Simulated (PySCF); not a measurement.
Atom-mapped SMILES (the numbers label the heavy atoms): `[CH3:1][S:2][Si:3]([NH2:4])([NH2:5])[F:6]`. Hydrogens are named by the atom that carries them.

Geometry: PBE0-D3(BJ)/def2-SVP; GIAO shifts from PySCF 2.14, gas phase, non-relativistic, averaged over equivalent atoms.

At PBE0/6-31G (76 basis functions, 8.2 s wall time on 1 thread of an Arm Neoverse V1, shared host):
```json
{"atoms": "C1", "δ (ppm)": "13.6"}
{"atoms": "S2", "δ (ppm)": "-182.9"}
{"atoms": "Si3", "δ (ppm)": "21.3"}
{"atoms": "N4/N5", "δ (ppm)": "16.8"}
{"atoms": "F6", "δ (ppm)": "-165.2"}
{"atoms": "H(C1)", "δ (ppm)": "2.00"}
{"atoms": "H(N4)/H(N5)", "δ (ppm)": "0.32"}
```

Shifts are taken against calculated references (same method and geometry level): TMS for $^{13}$C (σ = 199.54 ppm) and $^{29}$Si (σ = 444.75 ppm) and $^{1}$H (σ = 32.61 ppm); $^{33}$S (σ = 540.71 ppm) against CS2; $^{15}$N (σ = 260.69 ppm) vs NH3; $^{19}$F (σ = 177.36 ppm) against CFCl3.

Q: Estimate the result of repeating the calculation with PBE0/cc-pVTZ.

A: 
```
      atoms  δ at PBE0/cc-pVTZ  change
         C1               13.9    +0.3
         S2             -154.7   +28.2
        Si3              -14.0   -35.3
      N4/N5               32.1   +15.3
         F6             -125.2   +40.0
      H(C1)               2.11   +0.11
H(N4)/H(N5)               0.93   +0.61
```

Scale: $^{13}$C (σref 187.29), $^{29}$Si (σref 360.00), $^{1}$H (σref 31.29) vs TMS; $^{33}$S (σref 524.82) vs CS2; $^{15}$N (σref 266.77) against NH3; $^{19}$F (σref 182.60) against CFCl3 (reference shieldings calculated alike).

The largest change is at F6 (fluorine bonded to Si). Cost: 286 basis functions, 68 s wall time on 1 thread of an Arm Neoverse N1, shared host.

Unscaled 19F shifts against computed CFCl3 carry errors that often reach 10 to 50 ppm. Experimental scales use liquid or dissolved standards, which lie at an offset from isolated NH3 (liquid NH3: subtract about 20 ppm).
